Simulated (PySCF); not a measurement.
A structure optimised at PBE-D3(BJ)/def2-SVP, used in a PySCF frequency run:

```
C
H 1 1.1189
C 1 1.5432 2 107.33
H 3 1.1100 1 112.60 2 58.87
H 3 1.1112 4 107.17 1 -123.17
H 3 1.1137 4 107.10 5 -114.06
C 1 1.5432 2 107.33 3 -119.60
H 7 1.1100 1 112.60 2 -58.87
H 7 1.1112 8 107.17 1 123.17
H 7 1.1137 8 107.10 9 114.06
Be 1 1.6894 2 104.92 3 120.20
Br 11 1.9743 2 151.09 1 180.00
```

Task: Write its SMILES, formula and point group.

Result: C[CH](C)[Be][Br], C₃H₇BeBr, Cs

Task: What are its rotational constants (standard atomic weights)?

Result: 7.8603, 1.0175, 0.92941 GHz
